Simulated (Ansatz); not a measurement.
Basis-set extrapolation for C$_{7}$H$_{5}$N$_{3}$ (`C=CCC(C#N)(C#N)C#N`) (PBE0-D4/def2-TZVP geometry, frozen core, Ansatz). Multiplicity 1, RHF reference.

```json
{"": "HF", "def2-TZVPP": "-431.416376", "def2-QZVPP": "-431.433408"}
{"": "MP2 correlation", "def2-TZVPP": "-1.650334", "def2-QZVPP": "-1.756017"}
{"": "CCSD(T) correlation", "def2-TZVPP": "-1.758291", "def2-QZVPP": "not run"}
```

Energies in hartree. Use E(X) = E(∞) + A·exp(−7.88·√X) for Hartree–Fock and E(X) = E(∞) + B·X^(−2.97) for correlation, with X = 3 and 4, and add CCSD(T) minus MP2 of the smaller set to the MP2 limit.

Task: What is the CCSD(T) energy at the basis-set limit?

Result: HF limit: -431.433408 + (-0.017032) × 0.13774 = -431.43575. MP2 limit: -1.756017 + (-0.105683) × 0.74074 = -1.83430. Higher-order term: -1.758291 − (-1.650334) = -0.10796. Total: -433.37801 hartree, 5.53 eV below CCSD(T)/def2-TZVPP.
